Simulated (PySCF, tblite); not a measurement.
Compound: C8H8FN3.
Cartesian coordinates in Å at the GFN2-xTB level; atoms count from 1:
```
atom  x, y, z in Å
C1     2.9025   -0.1251    0.4992
C2     2.0729    0.2332   -0.7354
C3     0.6077    0.1857   -0.4175
C4    -0.0009    1.2725    0.2668
C5    -1.3220    1.2435    0.6004
C6    -2.0721    0.1091    0.2559
C7    -3.3840   -0.3699    0.3725
F8    -4.4126    0.2495    0.9399
N9    -3.4735   -1.5703   -0.1770
N10   -2.3173   -1.9135   -0.6465
N11   -1.4566   -0.9356   -0.4060
C12   -0.1426   -0.9053   -0.7384
H13    3.9629   -0.0785    0.2656
H14    2.6650   -1.1318    0.8349
H15    2.6969    0.5657    1.3135
H16    2.2984   -0.4681   -1.5395
H17    2.3402    1.2372   -1.0697
H18    0.6039    2.1302    0.5164
H19   -1.8083    2.0557    1.1161
H20    0.2342   -1.7736   -1.2541
```

The calculation used PBE0/pcSseg-1 in PySCF (dipole) on a GFN2-xTB geometry, gas phase.

Masses are those of the commonest isotopes; rigid-rotor values at the optimised geometry. The values belong to one conformer with, in the numbering `[CH3:1][CH2:2][c:3]1[cH:4][cH:5][c:6]2[c:7]([F:8])[n:9][n:10][n:11]2[cH:12]1`, C1–C2–C3–C4 79°.

Task: What are A, B and C (MHz)?

Result: Ia = 200.98, Ib = 882.69, Ic = 1035.36 u·Å²; 505379 MHz·u·Å²/I gives A = 2515, B = 572.5, C = 488.1 MHz.

Task: Classify the top.

Result: A near-prolate asymmetric top; Ray's κ = -0.917.

Task: Is it planar, by Δ = Ic − Ia − Ib?

Result: Not planar: Δ = Ic − Ia − Ib = -48.32 u·Å². For a rigid frame Δ = −2 Σ m c², so Σ m c² = 24.16 u·Å² lies off the ab plane: 7.30 from hydrogen and 16.86 from heavier atoms. The atom farthest from that plane is 1.62 Å away.

Task: Give the other two planar moments, Paa and Pbb, and the rms extents of the mass along the axes.

Result: Paa = Σ m a² = (Ib + Ic − Ia)/2 = 858.53 and Pbb = Σ m b² = (Ia + Ic − Ib)/2 = 176.82 u·Å². With the mass M = 165.07 u, the rms extents √(P/M) along a, b and c are 2.28, 1.03, 0.38 Å.

Task: Where do the levels up to J = 5 lie, in cm⁻¹?

Result: Above 0(0,0):
J = 1: 1(0,1) 0.0354, 1(1,1) 0.1002, 1(1,0) 0.1030
J = 2: 2(0,2) 0.1060, 2(1,2) 0.1681, 2(1,1) 0.1765, 2(2,1) 0.3709, 2(2,0) 0.3710
J = 3: 3(0,3) 0.2118, 3(1,3) 0.2700, 3(1,2) 0.2869, 3(2,2) 0.4770, 3(2,1) 0.4775, 3(3,1) 0.8080, 3(3,0) 0.8080
J = 4: 4(0,4) 0.3525, 4(1,4) 0.4057, 4(1,3) 0.4338, 4(2,3) 0.6185, 4(2,2) 0.6198, 4(3,2) 0.9497, 4(3,1) 0.9497, 4(4,1) 1.4128, 4(4,0) 1.4128
J = 5: 5(0,5) 0.5276, 5(1,5) 0.5752, 5(1,4) 0.6173, 5(2,4) 0.7952, 5(2,3) 0.7983, 5(3,3) 1.1269, 5(3,2) 1.1269, 5(4,2) 1.5899, 5(4,1) 1.5899, 5(5,1) 2.1854, 5(5,0) 2.1854
Those of J = 1 are B + C, A + C and A + B.

Task: Predict some low-J microwave lines.

Result: The dipole components are |μa| = 5.54 D, |μb| = 2.41 D, |μc| = 0.39 D. The squared components, which scale the intensities, stand as 1.00 : 0.19 : 0.01 (a : b : c). Some lines, for components of 0.1 D or more:

```
type  branch         J(Ka,Kc)    MHz  lower level (cm⁻¹)
   a       Q  3(1,2) ← 3(1,3)    506               0.270
   a       Q  4(1,3) ← 4(1,4)    844               0.406
   a       R  3(1,2) ← 2(1,1)   3307               0.177
   c       R  2(1,1) ← 1(0,1)   4232               0.035
   c       R  3(1,2) ← 2(0,2)   5420               0.106
   b       Q  5(2,3) ← 5(1,4)   5424               0.617
   b       Q  5(2,4) ← 5(1,5)   6596               0.575
   c       R  5(1,4) ← 4(0,4)   7941               0.352
   c       R  5(2,4) ← 4(1,4)  11677               0.406
   b       Q  5(5,1) ← 5(4,2)  17852               1.590
   b       R  5(5,1) ← 4(4,0)  23162               1.413
   c       R  5(5,0) ← 4(4,0)  23162               1.413
```

Task: Estimate the classical rotational partition function at 10 K, 50 K and 500 K.

Result: Point group C1, symmetry number σ = 1; q = (√π/σ)·√((kT/h)³/(ABC)), k/h = 20836.6 MHz/K: 6360 at 10 K, 71100 at 50 K, 2250000 at 500 K.

Its GFN2-xTB frequencies are all real (lowest 45 cm⁻¹). No vibrational averaging or centrifugal distortion is included, and the geometry carries the error of its method. A rigid rotor knows nothing of internal rotation, which can split or shift real lines. Quadrupole hyperfine structure (14N) is left out.
